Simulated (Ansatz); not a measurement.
A series at Al: from `[Br][Al]([Br])[Br]`, ligands are replaced one by one, each step taking up HCl and setting free HBr; n counts the steps. Ansatz, PBE0-D4/def2-TZVP geometries.

| n | molecule | HOMO energy, ωB97M-V/def2-TZVPP (eV) |
| --- | --- | --- |
| 0 | `[Br][Al]([Br])[Br]` | -10.82 |
| 1 | `[Cl][Al]([Br])[Br]` | -10.97 |
| 2 | `[Cl][Al]([Cl])[Br]` | -11.17 |
| 3 | `[Cl][Al]([Cl])[Cl]` | ? |

Q: By hand: fit a straight line y = ȳ + b (n − n̄) to the 3 given rows and predict n = 3.

A: n̄ = 1.000, ȳ = -10.987; Σ(n − n̄)(y − ȳ) = -0.350, Σ(n − n̄)² = 2.000, so b = -0.175 eV a step. Prediction: -10.987 + (-0.175) × (2.000) = -11.34 eV.

Q: By hand: compare with the computed value, -11.62 eV, and give the steps along the whole series.

A: The line misses by -0.28 eV (computed minus predicted). Steps: -0.15, -0.20, -0.45 eV.

The steps grow at each stage, from -0.15 to -0.45 eV, so the series is curved and an end member is harder to predict than an inner one. The highest orbital can change its character along such a series. The miss is 35.0 % of the series' range.

Spin–orbit coupling is left out; it splits and shifts lone-pair levels of the heavy atoms by tenths of an eV.
